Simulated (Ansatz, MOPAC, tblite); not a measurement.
CH4FGeN (SMILES [H]/N=[C](/F)[GeH3]): methods side by side

CH4FGeN, singlet, SMILES `N=[C](F)[GeH3]`. Each level relaxes the structure for itself.

Each level gives the zero-point energy at each level's own minimum (kJ/mol). The values are calculated.

```json
{"level": "PM6-D3", "kind": "semi-empirical", "program": "MOPAC", "value (kJ/mol)": "119.6"}
{"level": "PM6-DH+", "kind": "semi-empirical", "program": "MOPAC", "value (kJ/mol)": "119.9"}
{"level": "PM7", "kind": "semi-empirical", "program": "MOPAC", "value (kJ/mol)": "115.2"}
{"level": "GFN2-xTB", "kind": "semi-empirical", "program": "tblite", "value (kJ/mol)": "115.4"}
{"level": "HF/STO-3G", "kind": "Hartree–Fock", "program": "Ansatz", "value (kJ/mol)": "142.1"}
{"level": "HF/3-21G", "kind": "Hartree–Fock", "program": "Ansatz", "value (kJ/mol)": "129.2"}
{"level": "HF/6-31G* (Cartesian functions)", "kind": "Hartree–Fock", "program": "Ansatz", "value (kJ/mol)": "131.9"}
{"level": "PBE/def2-SVP", "kind": "GGA", "program": "Ansatz", "value (kJ/mol)": "118.4"}
{"level": "PBE0-D4/def2-TZVP", "kind": "global hybrid", "program": "Ansatz", "value (kJ/mol)": "122.8"}
{"level": "B3LYP/6-31G* (Cartesian functions)", "kind": "global hybrid", "program": "Ansatz", "value (kJ/mol)": "121.7"}
```

All-electron rows without a relativistic Hamiltonian named are non-relativistic. Harmonic and unscaled. The values span 115.2 to 142.1 kJ/mol.
